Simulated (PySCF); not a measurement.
Species: C₅H₉O₃S (charge -1).
Numbering: `[CH3:1][CH2:2][C@@H:3]1[CH2:4][C@@H:5]1[S:6](=[O:7])(=[O:8])[O-:9]` (hydrogens: H10, H11, H12 on C1; H13, H14 on C2; H15 on C3; H16, H17 on C4; H18 on C5)

The same species was optimised twice, with GFN2-xTB and with PBE0-D3(BJ)/def2-SVP (PySCF), and the same property calculations (PySCF, gas phase) were run on both structures.

```tsv
coordinate	GFN2-xTB	PBE0-D3(BJ)/def2-SVP	change
S6=O7 (Å)	1.463	1.485	+0.022
S6–O9 (Å)	1.463	1.482	+0.019
C5–S6 (Å)	1.821	1.807	-0.014
S6=O8 (Å)	1.461	1.476	+0.015
C3–C5 (Å)	1.491	1.502	+0.011
C4–C5 (Å)	1.489	1.494	+0.005
C3–C4 (Å)	1.500	1.505	+0.005
C1–C2 (Å)	1.525	1.523	-0.002
C2–C3 (Å)	1.509	1.511	+0.002
C4–C5–S6 (°)	115.8	119.4	+3.6
C3–C5–S6 (°)	119.7	123.1	+3.4
C2–C3–C5 (°)	119.6	122.4	+2.8
C5–S6–O7 (°)	106.7	104.9	-1.8
C2–C3–C4 (°)	120.5	122.2	+1.7
C1–C2–C3 (°)	110.9	112.0	+1.1
C5–S6–O9 (°)	105.3	104.5	-0.8
O8–S6–O9 (°)	113.2	114.0	+0.8
C1–C2–C3–C4 (°)	152	152	0
C4–C5–S6–O7 (°)	-21	-27	-6
```

Rotational constants: A = 2234, B = 1283, C = 1031 MHz (GFN2-xTB) against A = 2228, B = 1215, C = 987.5 MHz (PBE0-D3(BJ)/def2-SVP). Point groups within 0.08 Å: C1 and C1.

On the GFN2-xTB structure: HOMO (eV) -2.17 [PBE0/pcSseg-1]; LUMO (eV) 4.74 [PBE0/pcSseg-1]; GIAO shielding of C1 (ppm) 169.3 [PBE0/pcSseg-1]; GIAO shielding of C2 (ppm) 162.2 [PBE0/pcSseg-1]; GIAO shielding of C3 (ppm) 166.0 [PBE0/pcSseg-1]; GIAO shielding of C4 (ppm) 176.0 [PBE0/pcSseg-1]; GIAO shielding of C5 (ppm) 146.6 [PBE0/pcSseg-1]; GIAO shielding of S6 (ppm) 188.8 [PBE0/pcSseg-1]; GIAO shielding of O7 (ppm) 108.3 [PBE0/pcSseg-1]; GIAO shielding of O8 (ppm) 99.3 [PBE0/pcSseg-1].

Task: What do these properties become on the PBE0-D3(BJ)/def2-SVP structure?

Result: 
| property | level | on GFN2-xTB | on PBE0-D3(BJ)/def2-SVP | change |
| --- | --- | --- | --- | --- |
| HOMO (eV) | PBE0/pcSseg-1 | -2.17 | -2.19 | -0.02 |
| LUMO (eV) | PBE0/pcSseg-1 | 4.74 | 4.63 | -0.11 |
| energy, GFN2-xTB geometry as zero (kcal/mol) | PBE0/pcSseg-1 | 0.0 | -3.6 | -3.6 |
| GIAO shielding of C1 (ppm) | PBE0/pcSseg-1 | 169.3 | 167.6 | -1.7 |
| GIAO shielding of C2 (ppm) | PBE0/pcSseg-1 | 162.2 | 160.5 | -1.7 |
| GIAO shielding of C3 (ppm) | PBE0/pcSseg-1 | 166.0 | 163.6 | -2.4 |
| GIAO shielding of C4 (ppm) | PBE0/pcSseg-1 | 176.0 | 173.5 | -2.5 |
| GIAO shielding of C5 (ppm) | PBE0/pcSseg-1 | 146.6 | 144.8 | -1.8 |
| GIAO shielding of S6 (ppm) | PBE0/pcSseg-1 | 188.8 | 172.9 | -15.9 |
| GIAO shielding of O7 (ppm) | PBE0/pcSseg-1 | 108.3 | 100.9 | -7.4 |
| GIAO shielding of O8 (ppm) | PBE0/pcSseg-1 | 99.3 | 87.2 | -12.1 |

The heavy atoms differ by 0.084 Å rms after alignment. Among bonds between heavy atoms S6=O7 changes most (+0.022 Å). Changes are differences of the printed values. Neither structure is proved a minimum here. One conformer (not necessarily the lowest) at the PBE0-D3(BJ)/def2-SVP geometry, without solvent, vibrations or thermal averaging. The geometry's basis has no diffuse functions, a weakness for an anion.

Conformer computed: `[CH3:1][CH2:2][C@@H:3]1[CH2:4][C@@H:5]1[S:6](=[O:7])(=[O:8])[O-:9]`: C1–C2–C3–C4 152°, C4–C5–S6–O7 -27°.
